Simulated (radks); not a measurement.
Numerical settings for neutral arsenic, [Ar] 3d10 4s2 4p3. Method: Dirac Kohn-Sham, PBE, spin-unpolarised, spherical densities, finite nucleus; open shells are shared between the two j in proportion to 2j + 1; Fermi nuclear charge, rms radius 4.0968 fm; computed with a radial shooting solver on a logarithmic mesh with Libxc functionals. The defaults (mesh step 0.008 in ln r, mesh end at 40 bohr or more with all orbitals vanishing there, Anderson mixing 0.5 over 9 steps, residual threshold near 1e-9 with the energy settled to 1e-9 hartree or 1e-11 of itself, here a cap of 51 iterations) give E = -2260.9130 hartree and 4p3/2 at -5.106 eV in 14 iterations. Times are rough (one thread of a shared host). Changes against that run (0 stands for a change within the tolerance of the run):

| setting | iterations | converged | E (mhartree) | e(4p3/2) (meV) | CPU (s) |
|---|---|---|---|---|---|
| mesh step in ln r 0.012 | 14 | yes | 0 | 0 | 0.08 |
| mesh step in ln r 0.03 | 14 | yes | +0.000407 | 0 | 0.04 |
| mesh step in ln r 0.12 | 2 | no | diverged | - | 0.01 |
| mesh end (bohr) 1 | 13 | level above zero | +1.42e+05 | +6.9e+05 | 0.07 |
| mesh end (bohr) 3 | 14 | level above zero | +1.54e+03 | +1.84e+04 | 0.08 |
| residual threshold 1e-05 | 10 | yes | 0 | +0.0466 | 0.09 |
| residual threshold 1e-16 | 51 | no | 0 | 0 | 0.22 |
| mixing 0.2 | 18 | yes | 0 | 0 | 0.14 |
| linear mixing, mixing 0.05 | 51 | no | +0.772 | -224 | 0.33 |
| linear mixing, mixing 0.8 | 51 | no | +0.967 | -86.5 | 0.4 |
| mixing history 2 | 20 | yes | 0 | 0 | 0.13 |
| iteration cap 5 | 5 | no | +0.694 | +118 | 0.05 |

Settled on a wrong energy, with an occupied level pushed above zero by the early mesh end: mesh end (bohr) 1 (+142 hartree); mesh end (bohr) 3 (+1.54 hartree). Apart from these: no run marked as converged misses the energy by more than 1 mhartree. A mesh that ends early acts as a hard wall.
